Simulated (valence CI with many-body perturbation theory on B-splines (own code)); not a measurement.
# Fe XII: electric-dipole lines

Computed by configuration interaction combined with many-body perturbation theory (CI+MBPT): five valence electrons over a frozen Dirac-Fock core [Ne], radial functions for each j: 11 s, 11 p, 10 d, 8 f, 5 g, 2 h, with the one-electron correlation potential Σ1, the two-electron term Σ2, the three-electron term Σ3, Breit, model QED; selected CI, second order for the rest, scaled by the run's own slope (own B-spline code, finite nucleus).

No measured levels were compared; by estimate levels of excited configurations hold to 0.05 to 0.15 % of their energy, terms of the ground configuration to about 0.5 %. Among the levels kept, up to 3200 cm⁻¹ of a level comes from second order outside the variational space, and about a tenth of that is noise between levels of different J, which matters for small intervals.

Lines 201 to 250 of 574 in falling wavelength, among levels below 1068100 cm⁻¹, chosen from the strongest by gf and those to the six lowest levels. Wavelengths and rates use the calculated energies, so an error of 200 cm⁻¹ moves a line at 24.45 nm by 0.049 % and its rate by three times that or more. Electric multipoles are in the length gauge with retardation, E1 and E2 with the static RPA response of the core. Weak lines are less certain than strong ones. Lines between different terms over intervals too small for the method are left out, as are lines whose strength nearly cancels. Where a level lies close to another of its J and parity, the split of strength between their lines is uncertain. The highest levels of a list are the least certain.

Names give the largest LS component (configuration and term), which can be under half, so a name can repeat, a term be missing and a line seem to break the LS rules; names also repeat where a configuration has a term twice. Letters in brackets count levels of one name in rising energy.

| λ vac (nm) | Upper | Lower | A (s⁻¹) | S (a.u.) with core polarisation | S without |
| --- | --- | --- | --- | --- | --- |
| 24.45 | 3s.3p3.3d 2D°_3/2 [f] | 3s2.3p2.3d 2P_3/2 [c] | 2.68e+09 | 7.74e-02 | 7.99e-02 |
| 24.43 | 3s.3p3.3d 4D°_3/2 [d] | 3s2.3p2.3d 4D_1/2 | 2.91e+09 | 8.38e-02 | 8.67e-02 |
| 24.41 | 3s.3p3.3d 4D°_1/2 [d] | 3s2.3p2.3d 4D_3/2 | 1.27e+10 | 1.82e-01 | 1.89e-01 |
| 24.40 | 3s.3p3.3d 4D°_5/2 [c] | 3s2.3p2.3d 2F_7/2 [a] | 6.50e+09 | 2.80e-01 | 2.90e-01 |
| 24.40 | 3s.3p3.3d 2D°_3/2 [f] | 3s2.3p2.3d 2F_5/2 [b] | 1.13e+10 | 3.25e-01 | 3.36e-01 |
| 24.39 | 3s.3p3.3d 4D°_7/2 [d] | 3s2.3p2.3d 2F_7/2 [a] | 6.11e+09 | 3.50e-01 | 3.62e-01 |
| 24.35 | 3s.3p4 2S_1/2 | 3s2.3p3 4S°_3/2 | 7.88e+07 | 1.12e-03 | 1.16e-03 |
| 24.35 | 3s.3p3.3d 4D°_1/2 [d] | 3s2.3p2.3d 4D_1/2 | 8.04e+09 | 1.15e-01 | 1.19e-01 |
| 24.16 | 3s.3p3.3d 4D°_3/2 [d] | 3s2.3p2.3d 2F_5/2 [a] | 7.97e+09 | 2.22e-01 | 2.29e-01 |
| 24.15 | 3s.3p3.3d 4D°_7/2 [d] | 3s2.3p2.3d 4F_9/2 | 2.76e+10 | 1.53e+00 | 1.59e+00 |
| 24.12 | 3s2.3p.3d2 2F°_7/2 [a] | 3s2.3p2.3d 2D_5/2 [a] | 8.17e+09 | 4.52e-01 | 4.67e-01 |
| 24.11 | 3s2.3p.3d2 2F°_7/2 [b] | 3s2.3p2.3d 2D_5/2 [c] | 1.93e+09 | 1.07e-01 | 1.10e-01 |
| 24.10 | 3s.3p3.3d 2D°_3/2 [b] | 3s.3p4 2P_1/2 | 7.18e+09 | 1.99e-01 | 2.05e-01 |
| 24.03 | 3s2.3p.3d2 2F°_5/2 [a] | 3s2.3p2.3d 2D_3/2 [a] | 6.68e+09 | 2.74e-01 | 2.83e-01 |
| 23.99 | 3s.3p3.3d 2D°_3/2 [f] | 3s2.3p2.3d 2P_1/2 [b] | 7.89e+09 | 2.15e-01 | 2.22e-01 |
| 23.98 | 3s.3p3.3d 2D°_5/2 [b] | 3s2.3p2.3d 2P_3/2 [a] | 1.11e+10 | 4.53e-01 | 4.68e-01 |
| 23.96 | 3s2.3p.3d2 2F°_5/2 [b] | 3s2.3p2.3d 2D_5/2 [c] | 2.49e+09 | 1.01e-01 | 1.05e-01 |
| 23.94 | 3s.3p3.3d 2S°_1/2 [c] | 3s2.3p2.3d 2P_3/2 [c] | 6.85e+09 | 9.28e-02 | 9.62e-02 |
| 23.93 | 3s.3p3.3d 4F°_5/2 [a] | 3s.3p4 4P_5/2 | 1.79e+07 | 7.26e-04 | 7.48e-04 |
| 23.84 | 3s2.3p.3d2 4D°_5/2 [a] | 3s2.3p2.3d 4P_3/2 | 2.42e+09 | 9.71e-02 | 1.00e-01 |
| 23.77 | 3s.3p3.3d 4D°_5/2 [c] | 3s2.3p2.3d 4F_7/2 | 1.76e+10 | 7.00e-01 | 7.24e-01 |
| 23.77 | 3s.3p3.3d 4F°_7/2 [a] | 3s.3p4 4P_5/2 | 1.73e+07 | 9.15e-04 | 9.40e-04 |
| 23.76 | 3s.3p3.3d 4D°_7/2 [d] | 3s2.3p2.3d 4F_7/2 | 6.68e+09 | 3.54e-01 | 3.66e-01 |
| 23.72 | 3s2.3p2.3d 2P_3/2 [b] | 3s2.3p3 2P°_3/2 | 3.52e+09 | 9.27e-02 | 9.61e-02 |
| 23.57 | 3s2.3p.3d2 4P°_5/2 [b] | 3s2.3p2.3d 2D_5/2 [a] | 2.00e+09 | 7.75e-02 | 8.01e-02 |
| 23.47 | 3s.3p3.3d 4D°_3/2 [d] | 3s2.3p2.3d 4F_5/2 | 1.01e+10 | 2.58e-01 | 2.67e-01 |
| 23.46 | 3s.3p3.3d 4D°_5/2 [c] | 3s2.3p2.3d 4F_5/2 | 8.23e+09 | 3.15e-01 | 3.26e-01 |
| 23.37 | 3s2.3p2.3d 2P_3/2 [b] | 3s2.3p3 2P°_1/2 | 1.26e+09 | 3.17e-02 | 3.29e-02 |
| 23.31 | 3s2.3p.3d2 4D°_7/2 [a] | 3s2.3p2.3d 4P_5/2 | 6.67e+09 | 3.34e-01 | 3.44e-01 |
| 23.28 | 3s.3p3.3d 2D°_5/2 [e] | 3s2.3p2.3d 2D_5/2 [b] | 2.17e+09 | 8.11e-02 | 8.37e-02 |
| 23.27 | 3s.3p3.3d 4D°_3/2 [d] | 3s2.3p2.3d 4F_3/2 | 5.78e+09 | 1.44e-01 | 1.49e-01 |
| 23.22 | 3s2.3p2.3d 4F_5/2 | 3s2.3p3 4S°_3/2 | 3.48e+07 | 1.29e-03 | 1.33e-03 |
| 23.21 | 3s.3p3.3d 2D°_3/2 [c] | 3s2.3p2.3d 4F_5/2 | 5.79e+09 | 1.43e-01 | 1.48e-01 |
| 23.19 | 3s.3p3.3d 4D°_1/2 [d] | 3s2.3p2.3d 4F_3/2 | 1.89e+10 | 2.33e-01 | 2.41e-01 |
| 23.16 | 3s.3p3.3d 2D°_5/2 [d] | 3s2.3p2.3d 4D_7/2 | 1.50e+10 | 5.51e-01 | 5.70e-01 |
| 23.12 | 3s.3p3.3d 2P°_1/2 [c] | 3s2.3p2.3d 2P_1/2 [a] | 8.16e+09 | 9.96e-02 | 1.03e-01 |
| 23.07 | 3s2.3p2.3d 2P_1/2 [a] | 3s2.3p3 2P°_3/2 | 1.33e+10 | 1.61e-01 | 1.67e-01 |
| 22.93 | 3s2.3p2.3d 4P_3/2 | 3s2.3p3 2P°_3/2 | 1.21e+08 | 2.88e-03 | 2.96e-03 |
| 22.89 | 3s.3p3.3d 2D°_3/2 [d] | 3s2.3p2.3d 4D_5/2 | 7.94e+09 | 1.88e-01 | 1.94e-01 |
| 22.85 | 3s2.3p.3d2 2F°_7/2 [b] | 3s2.3p2.3d 2F_7/2 [b] | 1.63e+10 | 7.69e-01 | 7.94e-01 |
| 22.80 | 3s2.3p.3d2 2D°_3/2 | 3s2.3p2.3d 2D_5/2 [c] | 4.69e+09 | 1.10e-01 | 1.14e-01 |
| 22.77 | 3s2.3p2.3d 4P_1/2 | 3s2.3p3 2P°_3/2 | 7.97e+08 | 9.28e-03 | 9.63e-03 |
| 22.73 | 3s2.3p2.3d 2P_1/2 [a] | 3s2.3p3 2P°_1/2 | 6.73e+09 | 7.80e-02 | 8.07e-02 |
| 22.63 | 3s2.3p.3d2 2F°_7/2 [b] | 3s2.3p2.3d 2F_5/2 [b] | 1.71e+09 | 7.83e-02 | 8.08e-02 |
| 22.58 | 3s2.3p2.3d 2F_5/2 [a] | 3s2.3p3 4S°_3/2 | 9.79e+07 | 3.34e-03 | 3.44e-03 |
| 22.56 | 3s.3p3.3d 2P°_3/2 [d] | 3s2.3p2.3d 2P_3/2 [b] | 1.11e+10 | 2.51e-01 | 2.59e-01 |
| 22.54 | 3s2.3p.3d2 2P°_3/2 [a] | 3s2.3p2.3d 2S_1/2 | 1.13e+10 | 2.55e-01 | 2.63e-01 |
| 22.49 | 3s2.3p.3d2 2F°_5/2 [b] | 3s2.3p2.3d 2F_5/2 [b] | 1.75e+10 | 5.91e-01 | 6.10e-01 |
| 22.44 | 3s2.3p2.3d 4P_1/2 | 3s2.3p3 2P°_1/2 | 6.03e+08 | 6.73e-03 | 6.97e-03 |
| 22.44 | 3s2.3p.3d2 2P°_3/2 [a] | 3s2.3p2.3d 2P_3/2 [c] | 1.48e+10 | 3.30e-01 | 3.41e-01 |
